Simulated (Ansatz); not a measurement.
Mulliken charges of `FB1[SiH2][SiH2]1` from B3LYP/def2-TZVPP in Ansatz (PBE0-D4/def2-TZVP geometry).

```json
{"atom": "F1", "x (Å)": "1.492", "y (Å)": "-0.520", "z (Å)": "1.966", "charge (e)": "-0.208"}
{"atom": "B2", "x (Å)": "0.977", "y (Å)": "-0.263", "z (Å)": "0.782", "charge (e)": "0.397"}
{"atom": "Si3", "x (Å)": "-0.037", "y (Å)": "1.237", "z (Å)": "0.001", "charge (e)": "-0.006"}
{"atom": "Si4", "x (Å)": "-0.364", "y (Å)": "-1.137", "z (Å)": "-0.371", "charge (e)": "-0.006"}
{"atom": "H5", "x (Å)": "0.274", "y (Å)": "1.633", "z (Å)": "-1.395", "charge (e)": "-0.038"}
{"atom": "H6", "x (Å)": "-0.762", "y (Å)": "2.302", "z (Å)": "0.744", "charge (e)": "-0.051"}
{"atom": "H7", "x (Å)": "-0.115", "y (Å)": "-1.165", "z (Å)": "-1.833", "charge (e)": "-0.038"}
{"atom": "H8", "x (Å)": "-1.373", "y (Å)": "-2.145", "z (Å)": "0.050", "charge (e)": "-0.051"}
```

**Question.** By hand: the dipole of these point charges (1 e Å = 4.8032 D).

**Answer.** Σ q r = (0.183, -0.023, -0.014) e Å, of length 0.185 e Å = 0.89 D.

**Question.** How does the dipole of the full density compare? (Estimate.)

**Answer.** Ansatz gave: (-0.125, 0.038, -0.134) e Å, 0.90 D; the point charges give 0.99 times that, at 129° from its direction, so they point the opposite way.

Point charges leave out the atoms' own dipoles, such as those of lone pairs, and Mulliken's split depends on the basis, so the two needn't agree.

B3LYP here is the variant with VWN-RPA as its local correlation; programs differ in this.
